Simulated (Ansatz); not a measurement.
Ansatz results at the PBE0-D4/def2-TZVP geometry: HOMO energy (ωB97M-V/def2-TZVPP) -9.76 eV; HOMO energy (B3LYP/def2-TZVPP) -7.52 eV; zero-point energy (PBE0-D4/def2-TZVP) 178.8 kJ/mol.

Each molecule was computed in one conformer, which needn't be the lowest.

Question: Which molecule gave them?
A. `CB1N[SiH2]1`
B. `NB1C[SiH2]1`
C. `C=NB[SiH3]`
D. `S[Si]1(Cl)C=N1`

Answer: C. The others give `NB1C[SiH2]1`: -8.31, -6.03, 190.7; `S[Si]1(Cl)C=N1`: -8.97, -6.59, 82.6; `CB1N[SiH2]1`: -8.83, -6.57, 191.8.

B3LYP here is the variant with VWN-RPA as its local correlation; programs differ in this.
